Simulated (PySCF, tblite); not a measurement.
C2HF5O3S.
Numbering: `[O:1]=[S:2](=[O:3])([OH:4])[C:5]([F:6])([F:7])[C:8]([F:9])([F:10])[F:11]` (hydrogens: H12 on O4)

Computed with GFN2-xTB (tblite), gas phase: nudged elastic band of 9 images (0 to 8), spring 0.2 eV/Å², climbing image at the end, force threshold 0.05 eV/Å. No saddle search or frequency run followed, so the top image need not be a first-order saddle, and its height can exceed the method's true barrier by a kcal/mol or more.

Path: rotation about C5–C8 (CF2 carbon, CF3 carbon), followed by the dihedral S2–C5–C8–F11.

Image 0 (start, dihedral 37°):
```
atom  x, y, z in Å
O1      1.094   -0.983    1.682
S2      1.133   -0.558    0.331
O3      1.128   -1.470   -0.743
O4      2.302    0.482    0.146
C5     -0.317    0.607    0.064
F6     -0.049    1.405   -0.977
F7     -0.415    1.379    1.159
C8     -1.587   -0.216   -0.174
F9     -1.657   -0.607   -1.439
F10    -2.707    0.444    0.112
F11    -1.556   -1.306    0.594
H12     2.635    0.823    0.982
```

Image 8 (end, 0.000 eV, dihedral 157°):
```
atom  x, y, z in Å
O1      1.365   -1.406    0.969
S2      1.178   -0.453   -0.063
O3      1.062   -0.826   -1.417
O4      2.248    0.694    0.088
C5     -0.355    0.545    0.362
F6     -0.295    1.723   -0.271
F7     -0.318    0.786    1.682
C8     -1.605   -0.243   -0.042
F9     -1.402   -1.541    0.185
F10    -1.855   -0.086   -1.335
F11    -2.696    0.116    0.631
H12     2.675    0.693    0.950
```

Q: What do the inner images look like?

A: 
Image 1: +0.011 eV, dihedral 52°
```
atom  x, y, z in Å
O1      1.135   -1.054    1.602
S2      1.150   -0.554    0.276
O3      1.157   -1.411   -0.843
O4      2.295    0.519    0.133
C5     -0.325    0.596    0.098
F6     -0.086    1.458   -0.897
F7     -0.407    1.297    1.240
C8     -1.597   -0.216   -0.156
F9     -1.537   -0.812   -1.340
F10    -2.707    0.520   -0.132
F11    -1.716   -1.159    0.777
H12     2.639    0.817    0.980
```

Image 2: +0.029 eV, dihedral 66°
```
atom  x, y, z in Å
O1      1.165   -1.139    1.502
S2      1.177   -0.548    0.214
O3      1.228   -1.327   -0.960
O4      2.286    0.569    0.152
C5     -0.327    0.572    0.115
F6     -0.119    1.478   -0.848
F7     -0.376    1.224    1.289
C8     -1.617   -0.217   -0.131
F9     -1.486   -1.009   -1.189
F10    -2.672    0.567   -0.347
F11    -1.888   -0.981    0.924
H12     2.630    0.811    1.017
```

Image 3: +0.043 eV, dihedral 81°
```
atom  x, y, z in Å
O1      1.196   -1.218    1.397
S2      1.198   -0.539    0.153
O3      1.275   -1.231   -1.072
O4      2.278    0.608    0.172
C5     -0.330    0.554    0.138
F6     -0.151    1.501   -0.791
F7     -0.346    1.157    1.339
C8     -1.633   -0.220   -0.105
F9     -1.444   -1.189   -0.995
F10    -2.609    0.560   -0.566
F11    -2.057   -0.781    1.022
H12     2.623    0.797    1.048
```

Image 4 (top): +0.046 eV, dihedral 96°
```
atom  x, y, z in Å
O1      1.222   -1.282    1.299
S2      1.207   -0.527    0.099
O3      1.283   -1.137   -1.169
O4      2.272    0.631    0.179
C5     -0.333    0.549    0.168
F6     -0.180    1.540   -0.718
F7     -0.325    1.094    1.396
C8     -1.639   -0.223   -0.085
F9     -1.397   -1.335   -0.775
F10    -2.520    0.495   -0.776
F11    -2.211   -0.581    1.059
H12     2.622    0.775    1.062
```

Image 5: +0.037 eV, dihedral 112°
```
atom  x, y, z in Å
O1      1.250   -1.330    1.205
S2      1.204   -0.512    0.048
O3      1.250   -1.046   -1.255
O4      2.268    0.644    0.169
C5     -0.338    0.552    0.211
F6     -0.212    1.597   -0.616
F7     -0.314    1.023    1.468
C8     -1.636   -0.227   -0.069
F9     -1.349   -1.448   -0.523
F10    -2.388    0.376   -0.982
F11    -2.366   -0.377    1.030
H12     2.632    0.747    1.052
```

Image 6: +0.023 eV, dihedral 127°
```
atom  x, y, z in Å
O1      1.286   -1.359    1.128
S2      1.194   -0.495    0.009
O3      1.184   -0.972   -1.317
O4      2.264    0.655    0.139
C5     -0.345    0.556    0.264
F6     -0.242    1.653   -0.494
F7     -0.317    0.945    1.549
C8     -1.626   -0.232   -0.061
F9     -1.324   -1.514   -0.276
F10    -2.219    0.234   -1.152
F11    -2.507   -0.196    0.933
H12     2.651    0.724    1.016
```

Image 7: +0.008 eV, dihedral 142°
```
atom  x, y, z in Å
O1      1.331   -1.379    1.060
S2      1.183   -0.477   -0.023
O3      1.106   -0.909   -1.362
O4      2.257    0.670    0.101
C5     -0.352    0.554    0.321
F6     -0.268    1.698   -0.368
F7     -0.326    0.862    1.628
C8     -1.613   -0.236   -0.055
F9     -1.339   -1.542   -0.047
F10    -2.028    0.086   -1.273
F11    -2.621   -0.037    0.789
H12     2.670    0.710    0.968
```

The largest changes of bonds and angles from start to top: C5–C8 1.532 → 1.538 Å, C8–F9 1.326 → 1.331 Å, C8–F11 1.333 → 1.328 Å, S2–C5–C8 109.2 → 113.7°, S2–C5–F7 107.3 → 105.1°, O3–S2–C5 106.9 → 109.0°. GFN2-xTB torsional profiles can miss by a kcal/mol or more and can put conformers in the wrong order.

Q: What do single points at PBE0/pcSseg-1 (PySCF, no dispersion term) give on some images?

A: 
```csv
image,GFN2-xTB E (eV),DFT E (eV),HOMO (eV),LUMO (eV),dipole (D)
0,0.000,0.000,-9.85,-0.18,2.92
2,0.029,-0.002,-9.88,-0.26,2.87
4,0.046,0.055,-9.89,-0.29,2.83
6,0.023,0.060,-9.87,-0.23,2.86
8,0.000,-0.004,-9.86,-0.18,2.92
```

Energies count from image 0 at each level. At the GFN2-xTB top the DFT energy is 1.3 kcal/mol against 1.1; the geometries weren't optimised at the DFT level.

What follows is the cost of the whole band run. On one thread, Arm Neoverse V2 (aarch64), shared host with 96 logical CPUs at a one-minute load of 54, this took 3.6 s of wall time and 0.24 GiB of memory at its peak.
